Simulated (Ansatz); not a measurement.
Calculated with Ansatz (gas phase, PBE0-D4/def2-TZVP geometries, no zero-point term in ΔE). CBS: MP2 limit from def2 TZ/QZ plus the TZ coupled-cluster correction, frozen cores. This one scheme is used for every species. DFT in def2-TZVPP. HSE06 is defined as in plane-wave codes. For Br outer-core shells are correlated without core-valence functions, which leaves a few kJ/mol of doubt a bond. Scalar relativity is left out up to krypton.

Reaction (ligand exchange at the Si–Cl bond): `F[Si](F)(Cl)Br` + H–F → `F[Si](F)(F)Br` + HCl

(1) Is it downhill or uphill in electronic energy at CCSD(T)/CBS, and by how much? (Estimate.)

(2) What do these levels give: revPBE-D4, BLYP-D4, r2SCAN-D4, B97M-V, PBE0-D4, HSE06, BHLYP, CAM-B3LYP, HF/def2-SVP, CCSD/def2-SVP, SCS-MP2/def2-TZVPP, CCSD(T)/def2-TZVPP? (Best estimate.)

Largest T1 diagnostic among the species: 0.010.

Results:

(1) The calculation gave: Downhill: ΔE = -50.9 kJ/mol.

(2) The calculation gave: revPBE-D4 -38.7, BLYP-D4 -50.6, r2SCAN-D4 -53.2, B97M-V -57.1, PBE0-D4 -44.2, HSE06 -47.3, BHLYP -62.6, CAM-B3LYP -62.4, HF/def2-SVP -56.1, CCSD/def2-SVP -53.7, SCS-MP2/def2-TZVPP -55.8, CCSD(T)/def2-TZVPP -56.1 kJ/mol.

From BLYP to BHLYP (50 % exact exchange), in def2-TZVPP and without D4, ΔE moves by −3.7 kJ/mol. In def2-TZVPP, CCSD(T) changes the Hartree–Fock value by +13.2 kJ/mol (the triples alone add +3.0 kJ/mol) and MP2 by +19.5 kJ/mol. The D4 term adds +6.7 kJ/mol with B3LYP and +3.5 kJ/mol with PBE0; it sums over pairs of atoms, weighted by their polarisabilities, and B3LYP, whose exchange is more repulsive, gets the larger term.

B3LYP here is the variant with VWN-RPA as its local correlation; programs differ in this.
